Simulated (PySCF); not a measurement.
## How well do the runs reproduce experiment for C3H9As?

**The experiment to reproduce.**

From NIST CCCBDB Release 22 (SRD 101), experimental dipoles, for the gas: dipole moment (microwave Stark effect) 0.86 D.

How close the calculation comes is told at the end.

Species: C₃H₉As.
Numbering: `[CH3:1][As:2]([CH3:3])[CH3:4]` (hydrogens: H5, H6, H7 on C1; H8, H9, H10 on C3; H11, H12, H13 on C4)

Structure used (PBE0-D3(BJ)/def2-SVP), in Å, numbered top down from 1:
```
atom  x, y, z in Å
C1    -0.2075    1.6485    0.4409
As2   -0.1415   -0.2057    1.0897
C3     1.5430   -0.7071    0.2085
C4    -1.3540   -0.9733   -0.2542
H5    -0.0402    1.7043   -0.6457
H6     0.5620    2.2433    0.9548
H7    -1.1895    2.0844    0.6769
H8     1.5415   -0.4267   -0.8560
H9     1.6920   -1.7936    0.2946
H10    2.3832   -0.2061    0.7115
H11   -1.0772   -0.6629   -1.2735
H12   -1.3221   -2.0710   -0.1906
H13   -2.3838   -0.6479   -0.0452
```

Runs made with PySCF (gas phase, on this PBE0-D3(BJ)/def2-SVP geometry; no spin–orbit coupling):

```json
{"level": "PBE0-D3(BJ)/def2-SVP, grid level 1", "job": "geometry optimisation from a GFN2-xTB start shaken at random", "basis functions": "119", "wall time": "48 s"}
```

Hardware: one thread, Intel Xeon 6975P-C (x86_64) (shared host).

**Comparison with experiment**

**Dipole moment.** Measured: 0.86 D (NIST CCCBDB Release 22 (SRD 101), experimental dipoles).

```json
{"level": "PBE0-D3(BJ)/def2-SVP", "computed (D)": "1.03", "computed − measured (D)": "+0.17", "% (from the printed values)": "+20"}
```

The computed dipoles belong to one fixed geometry; measured ones are averaged over vibrations unless marked μe. Magnitudes are compared, not signs.

The geometry is computed, not the measured one. Where a level misses, the cause wasn't examined.
